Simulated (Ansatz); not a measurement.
`C=C(N)[Te]C` + `C[NH][AlH][SH]` → `C[N](C)[AlH][SH]` + `C=C(N)[TeH]`  (substitution at a C–Te bond)

Computed with Ansatz on PBE0-D4/def2-TZVP structures; ΔE is electronic, products minus reactants. CCSD(T)/CBS adds triple-zeta CCSD(T) − MP2 to the extrapolated MP2 energy (def2 sets, frozen cores). DFT in def2-TZVPP. def2 core potentials past Kr. For Te outer-core shells are correlated without core-valence functions, which leaves a few kJ/mol of doubt a bond. One conformer a species, not always the lowest.

**Question.** Is it downhill or uphill in electronic energy at CCSD(T)/CBS, and by how much? (Estimate.)

**Answer.** Computed: Uphill: ΔE = +0.44 eV.

**Question.** What do these levels give: PBE-D4, PBE0-D4, B2PLYP, CCSD(T)/def2-TZVPP, MP2/def2-QZVPP, MP2/CBS(def2)? (Best estimate.)

**Answer.** Ansatz gave: PBE-D4 0.36, PBE0-D4 0.35, B2PLYP 0.39, CCSD(T)/def2-TZVPP 0.37, MP2/def2-QZVPP 0.47, MP2/CBS(def2) 0.49 eV.

Largest T1 diagnostic among the species: 0.012.

In def2-TZVPP, CCSD(T) changes the Hartree–Fock value by +0.03 eV (the triples alone add +0.01 eV) and MP2 by +0.09 eV.
